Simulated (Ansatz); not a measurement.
Geometry optimisation, Ansatz 0.2.0, RKS PBE-D4/def2-SVP.

The input (input.yaml):

```yaml
crystal:
  periodic: [false, false, false]
  atoms:
    - { symbol: C, position_ang: [-0.071, 0.812, -1.4809] }
    - { symbol: Al, position_ang: [-0.4623, -0.6853, -0.2778] }
    - { symbol: Al, position_ang: [0.3996, -0.6352, 2.0292] }
    - { symbol: F, position_ang: [0.0053, -2.02779, 3.21238] }
    - { symbol: H, position_ang: [-0.5872, 0.6533, -2.4959] }
    - { symbol: H, position_ang: [-0.554, 1.7932, -1.0528] }
    - { symbol: H, position_ang: [1.001, 0.9917, -1.6189] }
    - { symbol: H, position_ang: [-1.2604, -1.9218, -0.7984] }
    - { symbol: H, position_ang: [1.23697, 0.6148, 2.6159] }
basis:
  gaussian: { orbitals: def2-SVP }
hamiltonian:
  xc: pbe
  dispersion: d4
relax:
  f_tol: 0.015
  max_steps: 40
```

Command:

```bash
$ ansatz run input.yaml --threads 1 --pin off --max-ram 2048MiB --backend cpu --events-out ev --progress --plain --runs-dir out
```

Question: Where does it end, and by what steps?

Answer: The forces met the threshold. After 6 steps the energy has fallen by 0.532 eV; H9 moved furthest, 0.26 Å.

| step | energy less start (eV) | largest force component (eV/Å) | accepted |
| --- | --- | --- | --- |
| 0 | 0.0000 | 2.716 | yes |
| 1 | -0.4257 | 1.419 | yes |
| 2 | -0.4064 | 0.701 | no |
| 3 | -0.5286 | 0.123 | yes |
| 4 | -0.5307 | 0.112 | yes |
| 5 | -0.5317 | 0.015 | yes |
| 6 | -0.5318 | 0.014 | yes |

```xyz
9
Properties=species:S:1:pos:R:3
C -0.131 0.819 -1.533
Al -0.483 -0.697 -0.323
Al 0.417 -0.609 2.131
F 0.067 -1.919 3.143
H -0.551 0.685 -2.551
H -0.547 1.761 -1.111
H 0.963 0.994 -1.632
H -1.318 -1.970 -0.848
H 1.290 0.531 2.857
```

Whether the end is a true minimum wasn't checked by a vibrational analysis.

Run time: 17 s on 1 thread of Arm Neoverse V2, with other jobs on the host, peak memory 0.12 GiB.
